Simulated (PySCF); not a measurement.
Molecule: `InChI=1S/C3H9NP2Si/c4-1-2-6(7)3-5/h2-3,5H2,7H3`.

Bonds (- single, = double, # triple, : aromatic): N1#C2, C2-C3, C3-P4, P4-Si5, P4-C6, C6-P7. C3 carries H8, H9; Si5 carries H10, H11, H12; C6 carries H13, H14; P7 carries H15, H16.

Frames of a GFN2-xTB Langevin trajectory at 600 K; GIAO PBE0/pcSseg-1 shieldings in PySCF 2.14.0 with density-fitted response routines, gas phase, non-relativistic; equivalent atoms averaged within each frame.

References, each an isolated molecule treated in the same way: ¹⁵N (σref 267.73) against NH3; ¹³C (σref 186.93) and ²⁹Si (σref 349.16) and ¹H (σref 31.72) vs TMS; H3PO4 for ³¹P (σref 318.38). The references are static minima.

Q: How do the shifts (ppm) fluctuate along the trajectory?

A: 
```
         time (fs)     N1     C2    C3    C6      P4      P7    Si5  H15/H16  H10/H11/H12  H13/H14
optimised geometry  301.0  120.4   9.6   9.6  -113.8  -186.4  -73.3     3.05         4.03     2.06
               250  317.4  123.5  15.3  13.9   -39.5  -151.6  -94.3     4.22         4.19     2.43
               425  308.3  120.9  21.6  12.1   -58.3  -157.1  -71.9     4.19         4.09     1.98
               625  319.6  128.7  12.2   7.7   -60.0  -186.5  -89.7     4.23         3.36     1.94
               800  309.5  117.9  18.7  -1.3  -137.4  -179.3  -79.7     2.21         4.59     1.19
              1000  321.9  124.2  17.5   3.9  -130.5  -171.2  -46.6     2.54         4.93     2.11
    mean of frames  315.4  123.1  17.1   7.3   -85.1  -169.1  -76.5     3.48         4.23     1.93
standard deviation    6.1    4.0   3.6   6.2    45.3    14.7   18.8     1.01         0.59     0.46
```

5 frames give an uncertainty of the mean of about the standard deviation over 2.2 at best, since frames this close in time may not be independent; classical motion lacks zero-point vibration, and the reference would need the same averaging.
